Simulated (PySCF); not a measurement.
Nb: excitation energy

Nb [Kr] 4d4 5s1 (6D) → Nb [Kr] 4d5 (6S), as a difference of total energies. Calculation: PySCF 2.14, in x2c-TZVPPall; scalar relativity by spin-free X2C-1e. Correlated levels: valence: [Kr] frozen; valence and next inner shell: [Ar] 3d10 frozen. The calculations carry no spin-orbit coupling.

```tsv
method	excitation energy (eV)
UHF	1.677
MP2 (valence)	1.375
SCS-MP2 (valence)	1.576
MP2 (valence and next inner shell)	1.307
SCS-MP2 (valence and next inner shell)	1.503
```

How much does correlation contribute at MP2 (valence and next inner shell)?

1.307 − (1.677) = -0.370 eV, measured against UHF.

A first-order spin-orbit estimate (lowest level to lowest level, LS coupling) adds 0.076 eV.
